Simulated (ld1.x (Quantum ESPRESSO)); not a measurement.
## Ru, ultrasoft: configuration errors across variants

| Property | Result |
| --- | --- |
| Element | ruthenium |
| Generator | ld1.x (Quantum ESPRESSO) 7.5 |
| Type | ultrasoft |
| Functional | Wu–Cohen |
| Relativity | scalar-relativistic |
| Frozen core | [Ar] 3d10 |
| Valence charge | 16 |
| Reference configuration | 4s2 4p6 4d7 5s0 5p0 (charge +1) |
| Partial waves | 4s (bound): rcut 1.45, rcutus 1.70 bohr; 5s (bound, empty): rcut 1.45, rcutus 1.70 bohr; 4p (bound): rcut 1.75, rcutus 1.90 bohr; 5p (bound, empty): rcut 1.75, rcutus 1.90 bohr; 4d (bound): rcut 1.65, rcutus 1.80 bohr; 4d channel at -0.55 Ry: rcut 1.65, rcutus 1.80 bohr |
| Local potential | all-electron potential smoothed inside 1.80 bohr (lloc = -1) |
| Core correction | Bessel-smoothed model core inside 1.30 bohr |
| Augmentation charge | PSQ, inside the norm-conserving radii |

All-electron excitation energies from the reference (eV): (1) 4s2 4p6 4d7 5s1 5p0 -7.285; (2) 4s2 4p6 4d6 5s0 5p0 18.188; (3) 4s2 4p6 4d5 5s0 5p0 48.808; (4) 4s2 4p6 4d7 5s0 5p1 -3.724; (5) 4s2 4p6 4d6 5s1 5p1 -1.578; (6) 4s2 4p6 4d7 5s0.5 5p0 -4.415; (7) 4s2 4p6 4d6 5s2 5p0 -5.619.

The overlap operator is not positive definite (basis up to 400 Ry) in “base”, “wave 4d channel at -0.55 Ry: rcut 1.65, rcutus 1.80 bohr becomes 4d channel at 2.5 Ry: rcut 1.65, rcutus 1.80 bohr”, “waves 4p (bound): rcut 1.75, rcutus 2.04 bohr; 5p (bound): rcut 1.75, rcutus 2.04 bohr”, “waves 4d (bound): rcut 1.14, rcutus 1.20 bohr; 4d channel at -0.55 Ry: rcut 1.14, rcutus 1.20 bohr”, “core correction Bessel-smoothed model core inside 0.98 bohr”. Such files are unfit for use, however small their errors in these radial tests.

4 further variants failed, have other tests or another functional or relativity, and are left out.

Errors AE − PS in meV (a dash: test not solved or not reliable):

```tsv
change	(1)	(2)	(3)	(4)	(5)	(6)	(7)	bound ghosts
base	+1.1	-3.1	-35	-4.7	-21	+0.7	+0.1	not determined (overlap not positive)
wave 4d channel at -0.55 Ry: rcut 1.65, rcutus 1.80 bohr becomes 4d channel at 2.5 Ry: rcut 1.65, rcutus 1.80 bohr	+1.1	0.0	-18	-4.5	-16	+0.7	+2.9	not determined (overlap not positive)
waves 4p (bound): rcut 1.75, rcutus 2.04 bohr; 5p (bound): rcut 1.75, rcutus 2.04 bohr	-1.7	-54	-382	-14	-98	+0.1	-66	not determined (overlap not positive)
waves 4d (bound): rcut 1.14, rcutus 1.20 bohr; 4d channel at -0.55 Ry: rcut 1.14, rcutus 1.20 bohr	+1.9	+0.6	-4.7	-4.2	-10	+1.0	+10	not determined (overlap not positive)
core correction Bessel-smoothed model core inside 0.98 bohr	+1.1	-3.7	-39	-5.7	-24	+0.8	+0.2	not determined (overlap not positive)
```

Q: Give the same row for: local potential all-electron potential smoothed inside 1.70 bohr (lloc = -2).

A: +1.0, -5.5, -47, -5.2, -24, +0.7, -2.2; bound ghosts: none.
